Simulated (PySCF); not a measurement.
## Circular dichroism: SMILES C#C[C@H]1SBS[C@@H]1F, C4H4BFS2

Molfile (atoms numbered from 1):
```
C4H4BFS2
     RDKit          3D

 12 12  0  0  0  0  0  0  0  0999 V2000
    0.5531    2.4840    0.4484 C   0  0  0  0  0  0  0  0  0  0  0  0
    0.0036    1.5254   -0.0117 C   0  0  0  0  0  0  0  0  0  0  0  0
   -0.5772    0.3201   -0.5519 C   0  0  1  0  0  0  0  0  0  0  0  0
    0.6679   -0.4902   -1.6774 S   0  0  0  0  0  0  0  0  0  0  0  0
    1.3293   -1.5884   -0.4616 B   0  0  0  0  0  0  0  0  0  0  0  0
    0.4834   -1.6379    1.1039 S   0  0  0  0  0  0  0  0  0  0  0  0
   -0.9663   -0.6452    0.5609 C   0  0  2  0  0  0  0  0  0  0  0  0
   -1.9420   -1.4977    0.1215 F   0  0  0  0  0  0  0  0  0  0  0  0
    1.0030    3.3463    0.8411 H   0  0  0  0  0  0  0  0  0  0  0  0
   -1.4517    0.5470   -1.1681 H   0  0  0  0  0  0  0  0  0  0  0  0
    2.2668   -2.2420   -0.6664 H   0  0  0  0  0  0  0  0  0  0  0  0
   -1.3687   -0.1220    1.4353 H   0  0  0  0  0  0  0  0  0  0  0  0
  1  2  3  0
  2  3  1  0
  3  4  1  0
  4  5  1  0
  5  6  1  0
  6  7  1  0
  7  8  1  0
  7  3  1  0
  1  9  1  0
  3 10  1  6
  5 11  1  0
  7 12  1  1
M  END
```

Computed with TDDFT PBE0/def2-SVPD circular dichroism and optical rotation, one conformer, gas phase in PySCF. Geometry: GFN2-xTB.

Singlets 7 and 8 lie within 0.01 eV of each other, so their separate moments and overlaps can depend on how they mix.

**Question.** Assign R or S to each stereocentre.

**Answer.** C3 R, C7 S.

**Question.** List the lowest 16 singlet excitations with oscillator and rotatory strengths.

**Answer.** Rotatory strengths R in 10⁻⁴⁰ esu² cm², velocity form and length form (origin at the centre of mass); f in length form.
```
state  E (eV)  λ (nm)      f  R (velocity)  R (length)                                  main
    1    5.21     238  0.054         +91.9       +90.5      HOMO→LUMO 0.76, HOMO→LUMO+1 0.21
    2    5.50     226  0.045         -12.1       -11.9      HOMO→LUMO+1 0.74, HOMO→LUMO 0.20
    3    6.01     206  0.006         +10.9       +10.2    HOMO−1→LUMO 0.59, HOMO−2→LUMO 0.14
    4    6.24     199  0.015          -6.2        -6.8    HOMO−2→LUMO 0.31, HOMO−1→LUMO 0.24
    5    6.37     195  0.010         -56.8       -57.3    HOMO−3→LUMO 0.36, HOMO−2→LUMO 0.27
    6    6.38     194  0.013         -46.6       -45.8  HOMO→LUMO+2 0.52, HOMO−1→LUMO+1 0.15
    7    6.59     188  0.003          -1.4        -1.1  HOMO−1→LUMO+1 0.18, HOMO→LUMO+3 0.13
    8    6.60     188  0.005         +27.1       +28.6  HOMO−1→LUMO+1 0.25, HOMO→LUMO+4 0.18
    9    6.64     187  0.011         +15.6       +15.3  HOMO−2→LUMO+1 0.53, HOMO→LUMO+2 0.12
   10    6.80     182  0.003          -0.7        +0.1    HOMO→LUMO+3 0.31, HOMO→LUMO+2 0.18
   11    6.92     179  0.006          +9.1        +8.7  HOMO−3→LUMO+1 0.30, HOMO→LUMO+4 0.30
   12    7.00     177  0.040         +44.0       +43.0  HOMO−4→LUMO 0.29, HOMO−3→LUMO+1 0.29
   13    7.03     176  0.006         +19.9       +20.6    HOMO−4→LUMO 0.20, HOMO→LUMO+3 0.17
   14    7.24     171  0.010         +41.6       +42.0  HOMO−4→LUMO+1 0.32, HOMO→LUMO+5 0.24
   15    7.33     169  0.007         +25.3       +22.9  HOMO→LUMO+5 0.55, HOMO−4→LUMO+1 0.29
   16    7.41     167  0.002         +19.4       +19.8  HOMO−5→LUMO 0.78, HOMO−4→LUMO+1 0.10
```

For state 10 the two forms differ in sign, so the sign of R isn't settled.

Among the states computed, the strongest CD band (largest |R|) is state 1. The largest dissymmetry factor in size, g = 4R/(D+G), with D and G the electric and magnetic dipole strengths, is +0.12 for state 16 (velocity form, f = 0.002), among bands with |R| over 0.5. The mirror image has the same energies and oscillator strengths and all R with the opposite sign.
